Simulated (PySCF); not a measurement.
## Two-dimensional NMR puzzle

Compound of formula C6H13N3Si. Correlations simulated from computed shifts and the bond graph:

HSQC (one-bond C–H):
```
  δH    δC
2.56  13.0
0.32  -0.9
```

HMBC (two and three bonds, from the bond graph):
```
  δH           δC
2.56        151.1
0.32  156.9, -0.9
```

Carbons without hydrogens: δ 156.9, 151.1.

Computed data (PySCF 2.14): GFN2-xTB structure, shieldings: GIAO PBE0/pcSseg-1. Non-relativistic, no solvent, one computed conformer, averaged over atoms made equivalent by symmetry, fast rotation or ring inversion.

Shifts are taken against calculated references (same method and geometry level): 1H and 13C against TMS.

Exchangeable hydrogens are left out of these lists.

Question: Assemble the structure.

Answer: `Cc1nnc([Si](C)(C)C)[nH]1`.

Atoms are numbered as in `[CH3:1][c:2]1[n:3][n:4][c:5]([Si:6]([CH3:7])([CH3:8])[CH3:9])[nH:10]1`. Hydrogens are named by the atom that carries them.

- δC 156.9 is C5, a substituted aromatic carbon next to a ring nitrogen.
- δC 151.1 is C2, a substituted aromatic carbon next to a ring nitrogen.
- δC 13.0 is C1, a methyl carbon on an aromatic ring (δH 2.56).
- δC -0.9 is C7/C8/C9, a methyl carbon bonded to Si (δH 0.32).
- HMBC from δH 2.56 reaches the proton-free carbon C2.
- HMBC from δH 0.32 reaches the proton-free carbon C5.

The data come from this structure; uniqueness wasn't tested.

OH/NH shifts are gas-phase values; hydrogen bonding in solution moves them, usually downfield. Shifts are as computed. Against solution values, carbons near 30 ppm lie about +3 ppm off and those near 130 ppm about +5 ppm. Of 1211 compounds with measured shifts, 218 miss one by over three times the rms of a fit or turn the order of signals round; such compounds aren't used in these exercises.
